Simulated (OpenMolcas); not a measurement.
An atom or ion with 71 electrons was computed by SS-CASPT2, IPEA 0.25 Eh, imaginary shift 0.1 Eh with spin-orbit coupling (OpenMolcas, ANO-RCC-VTZP, DKH2). The lowest levels that the run gave, each within 12 % of the measured value where one is at hand:

```json
{"J": "3/2", "Parity": "even", "E (eV)": "0.0000", "g": "0.491"}
{"J": "5/2", "Parity": "even", "E (eV)": "0.809", "g": "1.038"}
{"J": "7/2", "Parity": "even", "E (eV)": "1.447", "g": "1.190"}
{"J": "3/2", "Parity": "even", "E (eV)": "1.820", "g": "1.375"}
{"J": "9/2", "Parity": "even", "E (eV)": "1.863", "g": "1.215"}
{"J": "1/2", "Parity": "even", "E (eV)": "2.130", "g": "1.990"}
{"J": "7/2", "Parity": "even", "E (eV)": "2.903", "g": "0.948"}
{"J": "9/2", "Parity": "even", "E (eV)": "3.064", "g": "1.073"}
{"J": "5/2", "Parity": "even", "E (eV)": "3.180", "g": "1.554"}
{"J": "3/2", "Parity": "even", "E (eV)": "3.544", "g": "1.209"}
{"J": "1/2", "Parity": "even", "E (eV)": "3.637", "g": "1.347"}
{"J": "11/2", "Parity": "even", "E (eV)": "4.121", "g": "1.091"}
```

Question: Which ion is it, and what are the configurations and terms?

Answer: Os5+ (Z = 76, charge +5; active space 3 electrons in 10 orbitals (5d 6d)). J, parity and g give the terms where levels are pure, and mixed ones are named by the computed weights; the size of the splittings, set against known spectra of the 71-electron sequence, gives the charge. In order, with the measured energies in eV (the list in Brasseur, Palmeri and Quinet, Atoms 13, 11 (2025)): 5d³ ⁴F_3/2, 5d³ ⁴F_5/2 (0.7932), 5d³ ⁴F_7/2 (1.4189), 5d³ ⁴P_3/2 [45 %], 5d³ ⁴F_9/2 [57 %] (1.8199), 5d³ ⁴P_1/2 [66 %] (2.0795), 5d³ ²G_7/2 (2.8417), 5d³ ²H_9/2 [56 %] (2.9791), 5d³ ⁴P_5/2 (3.0783), 5d³ ²D_3/2(1) [44 %], 5d³ ²P_1/2 [66 %] (3.5782), 5d³ ²H_11/2 (3.9868).

Term energies are means over components that CASPT2 splits; among the terms shown or strongly mixed into the levels shown the widest spread is 270 cm-1 (5d³ ⁴F). Active for correlation alone: 6d; no level in the range computed is led by a configuration that fills it, so any true level of that kind is missing. Computed and measured levels are paired by configuration, term and J; levels that our copy of the source lacks, or whose pairing is in doubt (as where it misses far off the trend of its configuration), stay unpaired and out of the deviations. Only configurations of the active space appear.

A share in square brackets marks a mixed level and gives the weight of the term that names it. A number in round brackets counts repeated terms of one configuration in the order of the reference energies.
